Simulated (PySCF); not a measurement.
## Two-component Hartree-Fock for As⁻ (arsenic, charge -1)

Start: [Ar] 3d10 4s2 4p4; 4p1/2 filled at m_j = -1/2, +1/2; 4p3/2 filled at m_j = +1/2, +3/2. Calculated with PySCF 2.14 in x2c-SVPall-2c with one added diffuse shell each of s, p, d type (6s7p4d, 47 functions): generalised Hartree-Fock with the X2C-1e Hamiltonian and a Gaussian nucleus; one run each with spin-orbit coupling (SO) switched off, then screened by Boettger's factors.

| spinor shell | electrons | ε, spin-free (eV) | ε, screened SO (eV) | weight of nominal j (screened SO) | rms radius, screened SO (bohr) |
| --- | --- | --- | --- | --- | --- |
| 1s1/2 | 2 | -11932.9 | -11932.7 | 1.000 | 0.0525 |
| 2s1/2 | 2 | -1564.2 | -1564.1 | 1.000 | 0.219 |
| 2p1/2 | 2 | -1366.2 | -1391.3 | 1.000 | 0.194 |
| 2p3/2 | 4 | -1366.2 | -1354.0 | 1.000 | 0.197 |
| 3s1/2 | 2 | -218.00 | -217.93 | 1.000 | 0.640 |
| 3p1/2 | 2 | -154.37 | -158.03 | 0.999 | 0.660 |
| 3p3/2 | 4 | -154.37 | -152.50 | 1.000 | 0.670 |
| 3d3/2 | 4 | -49.213 | -49.644 | 0.990 | 0.750 |
| 3d5/2 | 6 | -49.213 | -48.823 | 0.994 | 0.753 |
| 4s1/2 | 2 | -12.420 | -12.381 | 1.000 | 2.23 |
| 4p3/2 | 2 | -2.088 | -2.672 | 0.818 | 3.08 |
| 4p1/2 | 2 | -2.088 | -1.473 | 0.690 | 3.38 |

```json
{"quantity": "E (hartree)", "spin-free": "-2258.60351", "screened SO": "-2258.68282"}
{"quantity": "M_J", "spin-free": "2", "screened SO": "2"}
{"quantity": "⟨J²⟩", "spin-free": "6.041", "screened SO": "6.040"}
{"quantity": "⟨L²⟩", "spin-free": "2.008", "screened SO": "2.042"}
{"quantity": "⟨S²⟩", "spin-free": "2.033", "screened SO": "2.011"}
```

Each row is a mean over spinors that exchange with the open shell spreads, by up to 4.477 eV (4s1/2).

Rows whose weight is well below 1 are mixtures of j = l ± 1/2: exchange outweighs spin-orbit coupling there, and the label is only the starting occupation.

Without spin-orbit coupling the j labels of p, d and f shells carry no meaning; the spin-free column gives the mean over the occupied spinors of each nl shell.
